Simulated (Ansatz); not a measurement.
H3OSi (SMILES [O][SiH3]), doublet, geometry from GFN2-xTB, atoms displaced at random by about 0.1 Å a coordinate; Ansatz (a program for electronic structure) with HF/3-21G.

Here is a job for Ansatz.
Ansatz 0.2 input:
```yaml
crystal:
  periodic: [false, false, false]
  atoms:
    - {symbol: O, position_ang: [1.24207886, 0.05857086, -0.24514093]}
    - {symbol: Si, position_ang: [-0.56275399, -0.03574308, -0.08845409]}
    - {symbol: H, position_ang: [-1.26585687, 1.40818448, -0.22817565]}
    - {symbol: H, position_ang: [-0.85301754, -0.68830954, 1.40669770]}
    - {symbol: H, position_ang: [-1.19535526, -1.03765935, -0.69866020]}
basis:
  gaussian:
    orbitals: 3-21G.json
hamiltonian:
  xc: hf
magnetization: {spin_polarized: true, initial_magnetization: 1}
relax: {f_tol: 0.1}
```
The basis file holds 3-21G in the JSON format of the Basis Set Exchange.

Predict the main parts of the log of this Ansatz run.


```
Functional definition: HF
307 factors; integrals over basis functions are off by at most 2.7e-4 eV
mean field evaluation 1: about -9884.8161 eV, gradient 2.8e1 eV
mean field evaluation 2: about -9884.9010 eV, gradient 2.8e1 eV
mean field evaluation 4: about -9891.2213 eV, gradient 6.8e0 eV
mean field evaluation 8: about -9891.9346 eV, gradient 6.3e-1 eV
mean field evaluation 16: about -9891.9537 eV, gradient 1.8e-5 eV
mean field evaluation 32: about -9891.8937 eV, gradient 1.4e-1 eV
mean field evaluation 64: about -9884.3059 eV, gradient 2.5e1 eV
mean field evaluation 96: about -9890.3925 eV, gradient 5.7e0 eV
mean field evaluation 128: about -9891.9526 eV, gradient 5.4e-2 eV
mean field -9891.95366954 eV, -363.5225923487 hartree, gradient 4.4e-6 eV, S^2 0.760389; 3 other end points of the search recorded, 0 dependent functions left out
the calculation of the forces begins
reference -9891.95366954 eV, -363.5225923487 hartree; 13, 12 occupied and 15, 16 virtual orbitals, 307 factors
relax step   1: F+E_penalty+E_count = -9891.95366954 eV  Δ(F+E_penalty+E_count) = +0.000e0 eV  max|allowed force component| = 4.262e0 eV/Å  Δτ_max = 0.0000 Å  (199 SCF iters, accepted)
these checks for a lower state are left out or cut short: starts, cluster_reference, orbital_swaps, neighbouring_geometries, increment
307 factors; integrals over basis functions are off by at most 2.7e-4 eV
mean field -9892.82479183 eV, -363.5546055024 hartree, gradient 5.6e-6 eV, S^2 0.755889; 0 other end points of the search recorded, 0 dependent functions left out
the calculation of the forces begins
reference -9892.82479183 eV, -363.5546055024 hartree; 13, 12 occupied and 15, 16 virtual orbitals, 307 factors
relax step   2: F+E_penalty+E_count = -9892.82479183 eV  Δ(F+E_penalty+E_count) = -8.711e-1 eV  max|allowed force component| = 1.127e0 eV/Å  Δτ_max = 0.1983 Å  (80 SCF iters, accepted)
these checks for a lower state are left out or cut short: starts, cluster_reference, orbital_swaps, neighbouring_geometries, increment
307 factors; integrals over basis functions are off by at most 2.8e-4 eV
mean field evaluation 160: about -9892.7316 eV, gradient 3.1e-2 eV
mean field -9892.87041111 eV, -363.5562819797 hartree, gradient 2.7e-7 eV, S^2 0.755714; 0 other end points of the search recorded, 0 dependent functions left out
the calculation of the forces begins
reference -9892.87041111 eV, -363.5562819797 hartree; 13, 12 occupied and 15, 16 virtual orbitals, 307 factors
relax step   3: F+E_penalty+E_count = -9892.87041111 eV  Δ(F+E_penalty+E_count) = -4.562e-2 eV  max|allowed force component| = 4.603e-1 eV/Å  Δτ_max = 0.0728 Å  (85 SCF iters, accepted)
these checks for a lower state are left out or cut short: starts, cluster_reference, orbital_swaps, neighbouring_geometries, increment
307 factors; integrals over basis functions are off by at most 2.8e-4 eV
mean field -9892.87659028 eV, -363.5565090602 hartree, gradient 1.8e-7 eV, S^2 0.755461; 0 other end points of the search recorded, 0 dependent functions left out
the calculation of the forces begins
reference -9892.87659028 eV, -363.5565090602 hartree; 13, 12 occupied and 15, 16 virtual orbitals, 307 factors
relax step   4: F+E_penalty+E_count = -9892.87659028 eV  Δ(F+E_penalty+E_count) = -6.179e-3 eV  max|allowed force component| = 5.747e-2 eV/Å  Δτ_max = 0.0151 Å  (89 SCF iters, accepted)
these checks for a lower state are left out or cut short: starts, cluster_reference, orbital_swaps, neighbouring_geometries, increment
307 factors; integrals over basis functions are off by at most 2.8e-4 eV
mean field evaluation 192: about -9892.8773 eV, gradient 3.3e-3 eV
mean field -9892.87732319 eV, -363.5565359941 hartree, gradient 2.4e-7 eV, S^2 0.755457; 0 other end points of the search recorded, 0 dependent functions left out
the calculation of the forces begins
reference -9892.87732319 eV, -363.5565359941 hartree; 13, 12 occupied and 15, 16 virtual orbitals, 307 factors
relax step   5: F+E_penalty+E_count = -9892.87732319 eV  Δ(F+E_penalty+E_count) = -7.329e-4 eV  max|allowed force component| = 3.584e-2 eV/Å  Δτ_max = 0.0080 Å  (79 SCF iters, accepted)
these checks for a lower state are left out or cut short: starts, cluster_reference, orbital_swaps, neighbouring_geometries, increment
307 factors; integrals over basis functions are off by at most 2.7e-4 eV
mean field -9892.87761031 eV, -363.5565465456 hartree, gradient 2.7e-7 eV, S^2 0.755484; 0 other end points of the search recorded, 0 dependent functions left out
the calculation of the forces begins
reference -9892.87761031 eV, -363.5565465456 hartree; 13, 12 occupied and 15, 16 virtual orbitals, 307 factors
relax step   6: F+E_penalty+E_count = -9892.87761031 eV  Δ(F+E_penalty+E_count) = -2.871e-4 eV  max|allowed force component| = 3.632e-2 eV/Å  Δτ_max = 0.0107 Å  (77 SCF iters, accepted)
307 factors; integrals over basis functions are off by at most 2.7e-4 eV
mean field evaluation 224: about -9892.8723 eV, gradient 4.1e-1 eV
mean field evaluation 256: about -9892.8380 eV, gradient 1.6e-1 eV
mean field evaluation 288: about -9884.6120 eV, gradient 1.0e1 eV
mean field evaluation 320: about -9890.7155 eV, gradient 2.1e1 eV
mean field -9892.87761031 eV, -363.5565465456 hartree, gradient 2.7e-7 eV, S^2 0.755484; 4 other end points of the search recorded, 0 dependent functions left out
the calculation of the forces begins
reference -9892.87761031 eV, -363.5565465456 hartree; 13, 12 occupied and 15, 16 virtual orbitals, 307 factors
Total energy: -9892.87761031 eV, -363.5565465456 hartree
Atom 0 at     1.115027     0.102908    -0.265691 Å, force     0.026199    -0.004969    -0.002537 eV/Å
Atom 1 at    -0.582068    -0.090903     0.045613 Å, force    -0.036317     0.001061    -0.001297 eV/Å
Atom 2 at    -1.143748     1.264597    -0.165922 Å, force    -0.003015     0.000260     0.007310 eV/Å
Atom 3 at    -0.826336    -0.528751     1.438496 Å, force     0.004896     0.004933    -0.006107 eV/Å
Atom 4 at    -1.197779    -1.042807    -0.906230 Å, force     0.008237    -0.001285     0.002630 eV/Å
Dipole moment:    -0.401157    -0.066428     0.078970 e Å
```
